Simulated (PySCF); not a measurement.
C₈H₅F₃OS.
SMILES with atom numbers: `[O:1]=[C:2]([c:3]1[cH:4][cH:5][cH:6][cH:7][c:8]1[SH:9])[C:10]([F:11])([F:12])[F:13]` (hydrogens: H14 on C4; H15 on C5; H16 on C6; H17 on C7; H18 on S9)

Geometry (PBE0-D3(BJ)/def2-SVP, Å), atoms numbered from 1 in this order:
```xyz
18
C8H5F3OS angstrom
O      1.731    1.990    0.281
C      1.445    0.809    0.275
C      0.115    0.241    0.018
C     -0.075   -1.158    0.102
C     -1.303   -1.745   -0.133
C     -2.394   -0.937   -0.467
C     -2.245    0.436   -0.555
C     -1.005    1.056   -0.316
S     -1.021    2.798   -0.476
C      2.629   -0.156    0.573
F      3.742    0.528    0.737
F      2.403   -0.856    1.689
F      2.815   -1.023   -0.427
H      0.763   -1.801    0.364
H     -1.415   -2.828   -0.057
H     -3.373   -1.384   -0.658
H     -3.100    1.064   -0.813
H      0.286    2.969   -0.153
```

Jobs on this species (18 atoms, 104 electrons) with PySCF (density fitting). Hardware of each: x86-64 server, one thread, no GPU, on a shared host. The host was shared with other jobs, so the times are rough.

| level and settings | work | basis functions | SCF cycles | wall time |
| --- | --- | --- | --- | --- |
| PBE0/pcSseg-1, IEF-PCM acetone | shieldings, ring-centre shieldings, charges and field gradients | 253 | ? | ? |
| PBE0/pcSseg-1, IEF-PCM chloroform | shieldings, ring-centre shieldings | 253 | 14 | 50 s |
| PBE0-D3(BJ)/def2-SVP, grid level 1 | geometry optimisation from a GFN2-xTB start | 211 | 83 | 3.7 min |

Fill in the missing figures.

- PBE0/pcSseg-1, IEF-PCM acetone; shieldings, ring-centre shieldings, charges and field gradients: 48 s, 14 SCF cycles

What do all jobs in the table cost together?

About 5.3 min; the longest takes about 69 % of that, and about 4.6 times as long as the shortest.
